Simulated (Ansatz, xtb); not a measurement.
## AlBCl2GeH4: where a starting geometry ends

The starting geometry of this gas-phase singlet was built from a drawn formula by distance geometry and a force field; its bonds are those of `Cl[BH][AlH][GeH2][Cl]`.

```xyz
9

Al   -1.7869    1.4036   -0.7652
B    -0.5999    3.1132   -0.5473
Cl    0.9754    2.9665    0.4808
Cl   -0.8197   -0.5000    2.3389
Ge   -1.0453   -0.6769    0.1853
H    -0.8967    4.1250   -0.9479
H    -3.1142    1.5061   -1.5682
H    -2.1006   -1.7757   -0.1132
H     0.2898   -1.1061   -0.3940
```

Problem. Predict what becomes of its bonds when it is optimised with r2SCAN-D4/def2-SVP.

Solution. A new bond forms, giving a structure with Cl4 bridging Ge5 and Al1, given below by its coordinates. Distances that change by over a tenth: Cl4–Ge5 (2.17 → 2.42 Å). Contacts that close: Al1–Cl4 (3.77 → 2.36 Å).

The energy falls by 0.91 eV over 27 steps:

```csv
step,E − E(last) (eV)
1,0.915
4,0.488
7,0.389
10,0.152
13,0.024
15,0.020
18,0.011
21,0.003
24,0.000
27,0.000
```

Final geometry (Å):

```xyz
9

Al   -1.9802    1.4952   -0.3030
B    -0.4574    2.9658   -0.4702
Cl    0.8163    3.0182    0.7473
Cl   -1.6302    0.2099    1.6425
Ge   -0.9230   -0.7473   -0.4640
H    -0.3109    3.7563   -1.3750
H    -3.5312    1.5221   -0.6292
H    -1.6346   -2.1175   -0.3653
H     0.5532   -1.0469   -0.1140
```

From the same start GFN2-xTB ends elsewhere, differing in Al1–Cl3 (2.72 against 3.35 Å here), Al1–Cl4 (3.81 against 2.36 Å here).

No frequencies were run, so the end isn't proven a minimum. Run with Ansatz 0.2.0, 67 s on 2 threads of Intel(R) Xeon(R) 6975P-C (Granite Rapids), on a shared host.
